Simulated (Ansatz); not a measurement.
Al6Si4⁺. Charge 1, multiplicity 2. Geometry r2SCAN-D4/def2-SVP, that of the neutral singlet; atoms count from 1.

```xyz
10

Al    0.6127    2.0216   -0.7128
Al    0.8818    1.0978    1.7847
Al   -2.2819   -1.1805   -0.5135
Al    2.8862    0.6474    0.1690
Al   -1.1248   -2.8523    1.1925
Al    0.4684   -0.8548   -0.0532
Si   -1.4323    1.0923    0.2029
Si   -1.0084   -0.4020    2.0303
Si    1.7389    0.2577   -2.0481
Si   -0.7406    0.1728   -2.0520
```

The charge 1 doublet is spin-contaminated (final ⟨S²⟩ up to 0.86, 0.75 for a pure state). The structure comes from a short search, and lower isomers may exist.

Problem. Estimate the Mulliken populations from the PBE0/def2-TZVP orbitals of Ansatz.

Solution. 
| atom | charge (e) | spin (α − β) |
| --- | --- | --- |
| Al1 | 0.19 | 0.05 |
| Al2 | 0.18 | -0.02 |
| Al3 | 0.23 | 0.06 |
| Al4 | 0.25 | 0.32 |
| Al5 | 0.32 | 0.42 |
| Al6 | 0.01 | 0.01 |
| Si7 | -0.06 | 0.10 |
| Si8 | -0.06 | 0.00 |
| Si9 | 0.00 | -0.01 |
| Si10 | -0.05 | 0.07 |
Mulliken values and Mayer orders depend strongly on the basis.

Problem. Where does the spin sit?

Solution. Summed by element: Al 0.84, Si 0.16, of 1 unpaired in all. Largest on single atoms: Al5 0.42, Al4 0.32, Si7 0.10.

Problem. And the Mayer bond orders between bonded heavy atoms (over 0.3)?

Solution. Al1–Al2 0.42 (2.68 Å); Al1–Al4 0.35 (2.80 Å); Al1–Si7 0.69 (2.43 Å); Al1–Si9 0.70 (2.48 Å); Al1–Si10 0.39 (2.65 Å); Al2–Al4 0.61 (2.61 Å); Al2–Al6 0.32 (2.71 Å); Al2–Si7 0.35 (2.80 Å); Al2–Si8 0.81 (2.43 Å); Al3–Al5 0.62 (2.65 Å); Al3–Si7 0.50 (2.53 Å); Al3–Si10 0.57 (2.56 Å); Al4–Si9 0.66 (2.53 Å); Al5–Al6 0.35 (2.84 Å); Al5–Si8 0.56 (2.59 Å); Al6–Si7 0.40 (2.73 Å); Al6–Si8 0.52 (2.59 Å); Al6–Si9 0.48 (2.61 Å); Al6–Si10 0.52 (2.55 Å); Si7–Si8 0.78 (2.40 Å); Si7–Si10 0.58 (2.53 Å); Si9–Si10 0.71 (2.48 Å).
